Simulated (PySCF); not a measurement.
InCl₂, SMILES [Cl][In+][Cl], charge +1. Heavy atoms are numbered as in [In+:1]([Cl:2])[Cl:3].

Geometry: r2SCAN-D4/def2-TZVP. The multiplicity is an assumed one; other spin states were not compared. The isomer is the one that the SMILES or the coordinates give; other isomers of the formula were not compared. The def2 effective core potentials stand for the cores of In; spin–orbit coupling is left out.

All values below come from M06-2X/def2-TZVPD (PySCF).

Mulliken values depend strongly on the basis, most of all with diffuse functions as here. ESP charges are fitted to the potential on shells at 1.4 to 2.0 van der Waals radii. Atomic charges (e), one atom of each kind:

```
atom  ESP fit  Mulliken
----  -------  --------
In1      0.95      1.50
Cl2      0.02     -0.25
```
